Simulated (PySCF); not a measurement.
**Excitation energy of Zr²⁺ by level of theory**

Zr²⁺ [Kr] 4d2 (3F) → Zr²⁺ [Kr] 4d1 5p1 (high-spin determinant), as a difference of total energies. All numbers are calculated (PySCF 2.14, a scalar-relativistic core potential, in aug-cc-pwCVDZ-PP with ECP28MDF (6s6p5d3f, 70 functions)). Correlated levels: valence: 4s2 4p6 frozen; valence and next inner shell: nothing frozen outside the core potential. The calculations carry no spin-orbit coupling.

```csv
method,excitation energy (eV)
UHF,6.723
LDA,6.481
PBE,6.552
PBE0,6.728
r2SCAN,6.747
r2SCANh,6.797
B97-3,6.732
TPSSh,6.721
revPBE,6.571
MP2 (valence),6.739
SCS-MP2 (valence),6.728
MP2 (valence and next inner shell),6.602
SCS-MP2 (valence and next inner shell),6.643
```

**Question.** How much does correlation contribute at MP2 (valence and next inner shell)?

**Answer.** 6.602 − (6.723) = -0.121 eV, measured against UHF.

The determinant of the upper state mixes LS terms, which raises its energy above the lowest term, most at the Hartree-Fock and MP2 levels.
